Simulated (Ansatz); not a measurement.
Basis-set extrapolation for C₂H₆ClFOSSi, SMILES `CO[Si](F)(Cl)SC` (PBE0-D4/def2-TZVP geometry, frozen core, Ansatz 0.2.0). Multiplicity 1, RHF reference.

```tsv
	def2-TZVPP	def2-QZVPP
HF	-1399.845118	-1399.890713
MP2 correlation	-1.308610	-1.420447
CCSD(T) correlation	-1.419846	not run
```

Energies in hartree. Use E(X) = E(∞) + A·exp(−7.88·√X) for Hartree–Fock and E(X) = E(∞) + B·X^(−2.97) for correlation, with X = 3 and 4, and add CCSD(T) minus MP2 of the smaller set to the MP2 limit.

What is the CCSD(T) energy at the basis-set limit?

HF limit: -1399.890713 + (-0.045595) × 0.13774 = -1399.89699. MP2 limit: -1.420447 + (-0.111837) × 0.74074 = -1.50329. Higher-order term: -1.419846 − (-1.308610) = -0.11124. Total: -1401.51152 hartree, 647.3 kJ/mol below CCSD(T)/def2-TZVPP.
